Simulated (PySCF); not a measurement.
F2H5NOSi2, SMILES N[SiH2]O[SiH](F)F.

Coordinates come from a r2SCAN-D4/def2-SVP optimisation. The structure was generated by enumeration, and PubChem lists no compound with its InChIKey, so it may never have been made. The values are those of a single conformer.

Vertical ionisation energy (IE) and electron affinity (EA) in eV. Rows of orbital energies are one-electron estimates. Where ΔSCF, EOM or ADC give a negative EA the extra electron is unbound and the value depends on the basis.

```tsv
level	IE	EA
−ε(HOMO), −ε(LUMO), M06-2X/def2-TZVP (PySCF)	9.54	-1.10
−ε(HOMO), −ε(LUMO), PBE/def2-TZVP (PySCF)	6.59	0.37
```
